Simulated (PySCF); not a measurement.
## [Ho(OH)4]− at several levels of theory

Computed with PySCF 2.14.0 (density fitting, no spin-orbit coupling) at the geometry relaxed with PBE0:

```xyz
9
[Ho(OH)4]− (singlet in the valence; each metal's 4f electrons, 10 of them, lie in its core potential, out of spins and levels)
Ho    0.0000    0.0000    0.0000
O     1.2292    1.2149    1.2005
H     1.9965    1.5123    1.6830
O    -1.2292   -1.2149    1.2005
H    -1.9965   -1.5123    1.6830
O     1.2149   -1.2292   -1.2005
H     1.5123   -1.9965   -1.6830
O    -1.2149    1.2292   -1.2005
H    -1.5123    1.9965   -1.6830
```

```
level                                                 basis    state  HOMO (eV)  gap (eV)  charge on Ho1 (e)  population of f-type functions on Ho1 (polarisation alone where 4f lies in the core)  dipole about the centre of mass (D)  largest force component (eV/Å)
 PBE0     Ho lcecp-1-SVP with ECP56, O def2-SVP, H def2-SVP  singlet      -2.32      6.60               0.78                                                                                  0.08                                 0.00                            0.01
 PBE0  Ho lcecp-1-TZVP with ECP56, O def2-TZVP, H def2-TZVP  singlet      -2.73      6.72               1.50                                                                                  0.09                                 0.00                            0.24
```

In the lcecp rows the 4f levels are missing from HOMO and gap, and the state counts the valence alone.

Charges are Mulliken's, which hang on the basis. The relaxation used the grid (50, 194), these runs (75, 302) or, all-electron (x2c bases, spin-free X2C Hamiltonian), (99, 590).

Task: A further run in the first row's basis gives HOMO (eV) -1.38, gap (eV) 5.46, charge on Ho1 (e) 0.74, population of f-type functions on Ho1 (polarisation alone where 4f lies in the core) 0.08, dipole about the centre of mass (D) 0.00, largest force component (eV/Å) 0.26. Which level was it?
A. M06-L
B. TPSSh

Result: B. The others give HOMO -0.82 eV (M06-L).

A frequency check found unstable modes (2, the lowest at -22 cm⁻¹), so the relaxed geometry is a saddle point, or these are noise. An lcecp potential fixes the number of 4f electrons, so in runs with it no electron can move into or out of that shell.
